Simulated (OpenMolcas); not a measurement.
Gd2+ among 12 point charges of -1 e arranged as a cuboctahedron (Oh), 2.88 Å from the ion.

```yaml
Program: OpenMolcas
Method: CASSCF
Basis: ANO-RCC-VDZP [7s6p4d2f1g]
Scalar_Hamiltonian: DKH2, point nucleus
Active_space: 8 electrons in 7 orbitals (4f)
State_averaging: 2S+1 = 7 even, 7 roots; 2S+1 = 5 even, 77 roots kept (CI in the orbitals of an earlier block); 2S+1 = 3 even, 26 roots kept (CI in the orbitals of an earlier block)
Spin-orbit_coupling: RASSI with atomic mean-field integrals over the reference wave functions
```

(1) What is the spin-free ground state (labels of O, the rotations of Oh)?

(2) Where is the first state of the same spin?

(3) What are the lowest two levels with spin-orbit coupling?

(4) What is χT at 300 K, and how does it compare with the textbook value?

Answers

(1) 7T1, 3-fold in its orbital part, 100 % from free-ion F terms; it has the highest spin that f8 allows.

(2) 7T2 at 107 cm-1 above the ground state.

(3) A 2-fold level E, then a 3-fold level T2 3.6 cm-1 above it. Their leading multiplicities are 7 (98 %) and 7 (98 %).

(4) Hund's rules give f8 the level 7F6 with g = 1.500, so an isolated free-ion multiplet has χT = g² J(J+1) / 8 = 11.812 cm3 K/mol. The computed 11.813 at 300 K differs by 0 %, through the field's splitting, the mixing of terms and any other multiplet in reach.

High states are left out of the spin-orbit mixing, which shifts the levels that they would mix with. The free ion's ground configuration, as NIST lists it, lies outside this active space, so the lowest level here need not be the ground level. This is an electrostatic model: the charges have no orbitals. The first state left out of the spin-orbit step lies near 45000 cm-1 above the lowest spin-free state of the reference (among the parities and spins computed), and the lists stop at four fifths of that energy or lower. No measured value stands beside these numbers.
